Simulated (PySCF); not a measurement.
Species: C3H6ClNSi.
Atom-mapped SMILES: `[CH2:1]=[CH:2][Si@@H:3]([Cl:4])[N:5]=[CH2:6]` (hydrogens: H7, H8 on C1; H9 on C2; H10 on Si3; H11, H12 on C6)

The same species was optimised twice, with GFN2-xTB and with PBE0-D3(BJ)/def2-SVP (PySCF), and the same property calculations (PySCF, gas phase) were run on both structures.

| coordinate | GFN2-xTB | PBE0-D3(BJ)/def2-SVP | change |
| --- | --- | --- | --- |
| Si3–Cl4 (Å) | 2.040 | 2.089 | +0.049 |
| C2–Si3 (Å) | 1.881 | 1.853 | -0.028 |
| Si3–N5 (Å) | 1.724 | 1.741 | +0.017 |
| C1=C2 (Å) | 1.324 | 1.338 | +0.014 |
| N5=C6 (Å) | 1.248 | 1.262 | +0.014 |
| Si3–N5–C6 (°) | 133.9 | 126.9 | -7.0 |
| Cl4–Si3–N5 (°) | 115.2 | 111.3 | -3.9 |
| C1–C2–Si3 (°) | 124.8 | 122.3 | -2.5 |
| C2–Si3–N5 (°) | 106.3 | 108.4 | +2.1 |
| C2–Si3–Cl4 (°) | 108.0 | 108.7 | +0.7 |
| C1–C2–Si3–Cl4 (°) | -137 | -128 | +9 |
| C2–Si3–N5–C6 (°) | -117 | -124 | -7 |

Rotational constants: A = 2608, B = 1953, C = 1252 MHz (GFN2-xTB) against A = 2673, B = 1942, C = 1274 MHz (PBE0-D3(BJ)/def2-SVP). Point groups within 0.08 Å: C1 and C1.

On the GFN2-xTB structure: C1s of C1 (eV) 290.51 [delta-SCF UKS SCAN, pcX-2 on the ionised atom, pcseg-1 elsewhere, spin-free X2C]; C1s of C2 (eV) 290.21 [delta-SCF UKS SCAN, pcX-2 on the ionised atom, pcseg-1 elsewhere, spin-free X2C]; Si1s of Si3 (eV) 1847.42 [delta-SCF UKS SCAN, pcX-2 on the ionised atom, pcseg-1 elsewhere, spin-free X2C]; Si2p of Si3 (eV) 107.69 [delta-SCF UKS SCAN, pcX-2 on the ionised atom, pcseg-1 elsewhere, spin-free X2C]; Cl1s of Cl4 (eV) 2828.33 [delta-SCF UKS SCAN, pcX-2 on the ionised atom, pcseg-1 elsewhere, spin-free X2C]; Cl2p of Cl4 (eV) 206.30 [delta-SCF UKS SCAN, pcX-2 on the ionised atom, pcseg-1 elsewhere, spin-free X2C]; N1s of N5 (eV) 404.63 [delta-SCF UKS SCAN, pcX-2 on the ionised atom, pcseg-1 elsewhere, spin-free X2C]; C1s of C6 (eV) 292.25 [delta-SCF UKS SCAN, pcX-2 on the ionised atom, pcseg-1 elsewhere, spin-free X2C].

Q: What do these properties become on the PBE0-D3(BJ)/def2-SVP structure?

A: 
```tsv
property	level	on GFN2-xTB	on PBE0-D3(BJ)/def2-SVP	change
C1s of C1 (eV)	delta-SCF UKS SCAN, pcX-2 on the ionised atom, pcseg-1 elsewhere, spin-free X2C	290.51	290.70	+0.19
C1s of C2 (eV)	delta-SCF UKS SCAN, pcX-2 on the ionised atom, pcseg-1 elsewhere, spin-free X2C	290.21	290.37	+0.16
Si1s of Si3 (eV)	delta-SCF UKS SCAN, pcX-2 on the ionised atom, pcseg-1 elsewhere, spin-free X2C	1847.42	1847.54	+0.12
Si2p of Si3 (eV)	delta-SCF UKS SCAN, pcX-2 on the ionised atom, pcseg-1 elsewhere, spin-free X2C	107.69	107.80	+0.11
Cl1s of Cl4 (eV)	delta-SCF UKS SCAN, pcX-2 on the ionised atom, pcseg-1 elsewhere, spin-free X2C	2828.33	2828.18	-0.15
Cl2p of Cl4 (eV)	delta-SCF UKS SCAN, pcX-2 on the ionised atom, pcseg-1 elsewhere, spin-free X2C	206.30	206.14	-0.16
N1s of N5 (eV)	delta-SCF UKS SCAN, pcX-2 on the ionised atom, pcseg-1 elsewhere, spin-free X2C	404.63	404.75	+0.12
C1s of C6 (eV)	delta-SCF UKS SCAN, pcX-2 on the ionised atom, pcseg-1 elsewhere, spin-free X2C	292.25	292.38	+0.13
```

The heavy atoms differ by 0.088 Å rms after alignment. Among bonds between heavy atoms Si3–Cl4 changes most (+0.049 Å). Changes are differences of the printed values. Neither structure is proved a minimum here.

The values belong to the conformer `[CH2:1]=[CH:2][Si@@H:3]([Cl:4])[N:5]=[CH2:6]`: C1–C2–Si3–Cl4 -128°, C2–Si3–N5–C6 -124°.
